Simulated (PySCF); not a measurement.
# Rh (rhodium, neutral) across methods

[Kr] 4d7 5s1 5p1, one real determinant (an excited configuration). Computed with PySCF 2.14 in aug-cc-pVDZ-PP with ECP28MDF (5s5p4d2f, 54 functions), with scalar relativity through the core potential.

```
 method  E (hartree)  mean ε 4d β (eV)  mean ε 5s α (eV)  mean ε 5p α (eV)  Σ⟨r²⟩ (bohr²)   ⟨S²⟩
    UHF   -109.28380           -14.988            -9.796            -5.072          60.20  8.753
wB97M-V    -109.8767           -13.125            -9.775            -4.884          59.39  8.751
r2SCAN0    -109.9703           -10.665            -8.031            -3.377          58.73  8.751
 M06-2X    -109.8589           -12.455            -8.629            -3.936          58.60  8.753
    LDA    -109.7256            -8.868            -7.196            -2.643          59.63  8.750
   PBE0    -109.9553           -10.606            -7.800            -3.265          59.47  8.751
    PBE    -109.9659            -8.891            -6.965            -2.573          59.99  8.750
   BP86    -110.0502            -9.093            -7.107            -2.675          59.64  8.750
```

Estimate the same row for r2SCAN.

E (hartree) = -110.0004; mean ε 4d β (eV) = -8.947; mean ε 5s α (eV) = -7.242; mean ε 5p α (eV) = -2.738; Σ⟨r²⟩ (bohr²) = 58.79; ⟨S²⟩ = 8.751.

⟨L²⟩ = 13.97 against 20 for a pure G term, so this real determinant mixes terms. Energies and moments cover only the electrons outside the core potential.
